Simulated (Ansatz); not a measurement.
The cluster B₁₃⁺. Charge 1, multiplicity 1. Geometry r2SCAN-D4/def2-SVP; atoms count from 1.

Cartesian coordinates in Å:
```
B -1.3623 -1.0758 -0.6806
B 1.5697 -0.8143 -0.9835
B 0.1330 -1.6480 -0.8803
B 1.0075 -1.3537 0.5338
B -1.6594 -0.6027 0.9390
B -0.7032 1.7246 -0.1936
B -1.7565 0.5136 -0.3571
B -0.5509 -1.7531 0.6567
B 1.4582 0.2780 0.4108
B 0.9397 1.7314 -0.4634
B 1.8068 0.7073 -1.2719
B -1.2176 0.9352 1.2043
B 0.3350 1.3573 1.0860
```

The structure comes from a short search, and lower isomers may exist.

(1) Estimate the Mulliken populations from the PBE0/def2-TZVP orbitals of Ansatz.

(2) And the Mayer bond orders between bonded heavy atoms (over 0.3)?

Answers

(1) 
```tsv
atom	charge (e)
B1	0.09
B2	0.15
B3	0.07
B4	0.12
B5	0.09
B6	0.07
B7	0.09
B8	0.08
B9	-0.06
B10	0.15
B11	-0.04
B12	0.08
B13	0.12
```
Mulliken values and Mayer orders depend strongly on the basis.

(2) B1–B3 0.99 (1.61 Å); B1–B5 0.68 (1.71 Å); B1–B7 0.85 (1.67 Å); B1–B8 0.69 (1.70 Å); B2–B3 0.83 (1.66 Å); B2–B4 0.65 (1.71 Å); B2–B9 0.64 (1.77 Å); B2–B11 1.10 (1.57 Å); B3–B4 0.67 (1.69 Å); B3–B8 0.69 (1.69 Å); B4–B8 0.94 (1.61 Å); B4–B9 0.80 (1.70 Å); B5–B7 0.68 (1.71 Å); B5–B8 0.92 (1.62 Å); B5–B12 0.92 (1.62 Å); B6–B7 0.99 (1.61 Å); B6–B10 0.83 (1.66 Å); B6–B12 0.69 (1.69 Å); B6–B13 0.67 (1.69 Å); B7–B12 0.69 (1.70 Å); B9–B10 0.64 (1.77 Å); B9–B11 0.61 (1.77 Å); B9–B13 0.80 (1.70 Å); B10–B11 1.10 (1.57 Å); B10–B13 0.65 (1.70 Å); B12–B13 0.94 (1.61 Å).
